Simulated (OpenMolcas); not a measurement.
## Levels of Ge I by method

```
Program             : OpenMolcas 26.06
Basis               : ANO-R2 [6s5p4d3f1g]
Scalar Hamiltonian  : X2C, finite nucleus
Active space        : 4 electrons in 4 orbitals (4s 4p)
State averaging     : 2S+1 = 3 even, 3 roots; 2S+1 = 1 even, 6 roots; 2S+1 = 5 odd, 1 root; 2S+1 = 3 odd, 5 roots
Spin-orbit coupling : RASSI with atomic mean-field integrals over the reference wave functions, term energies averaged over their components
```

Methods on the same reference wave functions:
A. CASSCF
B. SS-CASPT2, IPEA 0.25 Eh, imaginary shift 0.1 Eh (closed shells correlated: 3d)

Energies in cm-1 above 4s2 4p2 3P0, the measured ground level; measured values from NIST Handbook of Basic Atomic Spectroscopic Data.

```
       Level      A      B  Measured
 4s2 4p2 3P0    0.0    0.0       0.0
 4s2 4p2 3P1    490    491       557
 4s2 4p2 3P2   1266   1253      1410
 4s2 4p2 1D2   9523   7280      7125
 4s2 4p2 1S0  17061  16710     16367
4s 4p3 5S* 2  30517  39200     41927
```

Deviations, from unrounded energies. A percentage is the sum of absolute deviations over the sum of measured energies, with the sign that they share, or ± where signs differ.

```csv
Against measurement,Levels,A,B
mean absolute deviation (cm-1),5,2900,690
fine structure of the ground term (%),2,-10.7,-11.3
other terms of the ground configuration (%),2,+13.2,+2.1
other configurations (%),1,-27.2,-6.5
```

B lies closest to measurement on these levels. The largest miss of B in the table is 4s 4p3 5S* 2, by -2700 cm-1. The ranking rests on the paired levels alone, and a cruder setting can come out closer through cancelling errors.

From A to B the spin-free energies of the other terms of 4s2 4p2 shown, above 3P, scale by factors of 0.74 to 0.98.

The lowest spin-free term lies below A's lowest term by 0.522 hartree in B.

Over all roots computed the reference weight is 0.88 to 0.95 in B; the roots of lowest weight are the least certain, and an intruder state may touch them. Terms of s pⁿ other than that of highest spin mix with s² pⁿ⁻² d, which this space lacks; all of them can be thousands of cm-1 off, and some have no real level of that name. Without dynamic correlation excited terms often stand tens of per cent too high (terms of higher spin than the ground term too low), and those without a measured partner can miss by more than the paired ones (holds for A). Computed and measured levels are paired by configuration, term and J; levels that our copy of the source lacks, or whose pairing is in doubt (as where it misses far off the trend of its configuration), stay unpaired and out of the deviations. Levels of configurations outside the active space are missing. Levels that lie high or do not pair safely by name in every column are left out.

* marks odd parity.
